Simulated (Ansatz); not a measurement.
`F[C@H]1N[Si@@H]1[AlH2]`, relaxed with RKS PBE-D4/def2-SVP in Ansatz from a rough embedded geometry. The force threshold is 0.03 eV/Å; the program also tests the step.

Charge 0, multiplicity 1.

Start:

```xyz
10

F    -1.437   -0.103   -2.295
C    -0.478    0.238   -1.348
N    -1.014    1.216   -0.467
Si   -0.749   -0.323    0.360
Al    1.257   -0.645    1.504
H     0.578    0.428   -1.682
H    -0.198    1.874   -0.147
H    -1.942   -1.226    0.372
H     2.328   -1.799    1.031
H     1.655    0.341    2.671
```

Q: By how much does the energy fall, and how many steps does the optimiser take? (Best estimate.)

A: The calculation gave: 16.90 kcal/mol, in 15 steps, 2 of them rejected.

Q: Which bonds change most? (Estimate.)

A: Computed: C2–Si4 from 1.818 to 1.930 Å; Si4–Al5 from 2.331 to 2.416 Å; N3–H7 from 1.096 to 1.025 Å; Al5–H9 from 1.644 to 1.601 Å.

Q: Give the relaxed structure. (Best estimate.)

A: Computed: 
```xyz
10

F    -1.177    0.210   -2.503
C    -0.438    0.480   -1.371
N    -1.151    1.051   -0.298
Si   -0.642   -0.600    0.215
Al    1.385   -0.799    1.515
H     0.546    0.897   -1.674
H    -0.846    1.951    0.087
H    -1.819   -1.534    0.234
H     1.765   -2.115    2.344
H     2.378    0.459    1.452
```
